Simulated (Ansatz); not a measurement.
Ti(Cl)2(OSiH3) (Cl₂H₃OSiTi), SMILES [SiH3][O][Ti+]([Cl])[Cl], charge +1, multiplicity 1.

Geometry: PBE0-D3(BJ)/def2-SVP. The multiplicity is an assumed one; no other spin state was optimised. The isomer is the one that the SMILES or the coordinates give; other isomers of the formula were not compared. The values are those of a single conformer.

Two levels are set side by side: PBE/def2-SVPD (Ansatz, a quantum-chemistry and plane-wave program) and PBE0/def2-SVPD (Ansatz). Energy differences of separate SCF runs at the same geometry; the states with an electron removed or added have multiplicity 2 and 2. Differences are taken from unrounded values.

| quantity | PBE0 | PBE | PBE minus PBE0 |
|---|---|---|---|
| vertical ionisation energy (eV) | 15.88 | 15.29 | -0.59 |
| vertical electron affinity (eV) | 7.72 | 7.14 | -0.59 |
| vertical singlet–triplet gap (eV) | 2.98 | 3.08 | 0.10 |
